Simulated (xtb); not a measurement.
LiCl, SMILES [Li][Cl]. All values are semi-empirical tight-binding results from xtb (GFN2-xTB unless named), good for trends rather than for accurate numbers. Geometry: GFN2-xTB.

Optimised geometry:

Bonded distances (Å): Li1–Cl2 1.957.

For metal compounds this method's bond lengths and energies can be far off.

- point group as xtb finds it: C∞v
- orbital gap: 3.96 eV

Computed atomic charges and the Wiberg bond orders between heavy atoms:
charges (e) Li1 0.58, Cl2 -0.58. Bond orders Li1–Cl2 0.79.
